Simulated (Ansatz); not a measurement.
`O[SiH](O)[Si](F)(Cl)Cl` → 2 Cl• + F• + 3 H• + 2 O• + 2 Si•  (atomization)

Gas-phase electronic energies from Ansatz, PBE0-D4/def2-TZVP geometries. CBS: MP2 limit from def2 TZ/QZ plus the TZ coupled-cluster correction, frozen cores. This one scheme is used for every species, atoms too. Open shells (•) are unrestricted, without spin–orbit coupling. Spin–orbit coupling would lower the free atoms: a little for Cl, F, O, Si. Each species was taken in one conformer, which may not be the lowest.

```csv
species,CCSD(T)/CBS(def2) energy (Eh)
`O[SiH](O)[Si](F)(Cl)Cl`,-1749.93902
Cl•,-459.70966
F•,-99.66871
H•,-0.50000
O•,-75.00631
Si•,-288.94402
```

(1) Work out ΔE.

Largest T1 diagnostic among the species: 0.012.

Answers

(1) ΔE = 3 × (-0.50000) + 2 × (-459.70966) + 2 × (-75.00631) + 2 × (-288.94402) + (-99.66871) − (-1749.93902) = 1.45033 Eh = +3807.8 kJ/mol.

The D4 term adds +55.1 kJ/mol with B3LYP and +29.3 kJ/mol with PBE0; it sums over pairs of atoms, weighted by their polarisabilities, and B3LYP, whose exchange is more repulsive, gets the larger term. In def2-TZVPP, CCSD(T) changes the Hartree–Fock value by +957.1 kJ/mol (the triples alone add +68.7 kJ/mol) and MP2 by +1102.3 kJ/mol; breaking electron pairs costs correlation energy, which Hartree–Fock lacks.

B3LYP here is the variant with VWN-RPA as its local correlation; programs differ in this.

For atomizations the MP2-based limit and the directly extrapolated one differ by several kJ/mol either way, and by 10 to 25 for some Ge, Se and Sn compounds, so smaller differences from it don't rank the levels.
